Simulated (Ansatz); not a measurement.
Reaction (ligand exchange at a Ge–N bond): `C=C[N]([GeH3])[SiH2]Cl` + `SS` → `S[S][GeH3]` + `C=CN[SiH2]Cl`

Gas-phase electronic energies from Ansatz, PBE0-D4/def2-TZVP geometries. CCSD(T)/CBS is the MP2 limit (def2-TZVPP, def2-QZVPP) plus CCSD(T) − MP2 in def2-TZVPP, frozen cores. This one scheme is used for every species. Functionals use def2-TZVPP. For Ge outer-core shells are correlated without core-valence functions, which leaves a few kJ/mol of doubt a bond. Scalar relativity is left out up to krypton. One conformer a species, not always the lowest.

`C=C[N]([GeH3])[SiH2]Cl`:

Z-matrix (Å, degrees):
```
Ge
N 1 1.865
H 1 1.535 2 109.4
H 1 1.532 2 105.0 3 -119.7
H 1 1.535 2 108.4 3 120.7
C 2 1.394 1 118.6 3 -58.9
Si 2 1.716 1 121.1 3 112.3
C 6 1.332 2 127.2 1 -0.6
H 6 1.089 2 114.1 1 -179.8
Cl 7 2.063 2 112.8 1 -82.1
H 7 1.477 2 109.2 1 35.8
H 7 1.479 2 108.6 1 159.8
H 8 1.084 6 123.2 2 1.3
H 8 1.081 6 119.7 2 -178.7
```

`SS`:

```xyz
4

S     0.738   -0.288    0.799
S     0.158    0.462   -1.014
H    -0.177    0.326    1.574
H    -0.719   -0.500   -1.359
```

`S[S][GeH3]`:

Z-matrix (Å, degrees):
```
Ge
S 1 2.234
H 1 1.534 2 109.0
H 1 1.536 2 108.7 3 120.6
H 1 1.537 2 106.1 3 -120.0
S 2 2.058 1 99.3 3 -57.9
H 6 1.347 2 98.3 1 -89.0
```

`C=CN[SiH2]Cl`:

Z-matrix (Å, degrees):
```
Si
Cl 1 2.062
N 1 1.712 2 114.0
H 1 1.477 2 106.8 3 118.7
H 1 1.478 2 106.3 3 -119.1
C 3 1.387 1 125.4 2 -80.1
H 3 1.010 1 119.0 2 86.3
C 6 1.330 3 126.2 1 169.0
H 6 1.087 3 113.8 1 -11.9
H 8 1.080 6 120.2 3 178.6
H 8 1.085 6 122.0 3 -1.3
```

```
             level  ΔE (kJ/mol)
         r2SCAN-D4        -44.1
SCS-MP2/def2-QZVPP        -32.2
```

Q: What does CCSD(T)/CBS give? (Best estimate.)

A: Ansatz gave: -33.0 kJ/mol. The listed levels differ from it by -11.1, 0.8 kJ/mol.

Largest T1 diagnostic among the species: 0.012.

In def2-TZVPP, CCSD(T) changes the Hartree–Fock value by +16.5 kJ/mol (the triples alone add +1.6 kJ/mol) and MP2 by +16.7 kJ/mol. The D4 term adds +9.2 kJ/mol with B3LYP and +5.2 kJ/mol with PBE0; it sums over pairs of atoms, weighted by their polarisabilities, and B3LYP, whose exchange is more repulsive, gets the larger term.

B3LYP here is the variant with VWN-RPA as its local correlation; programs differ in this.
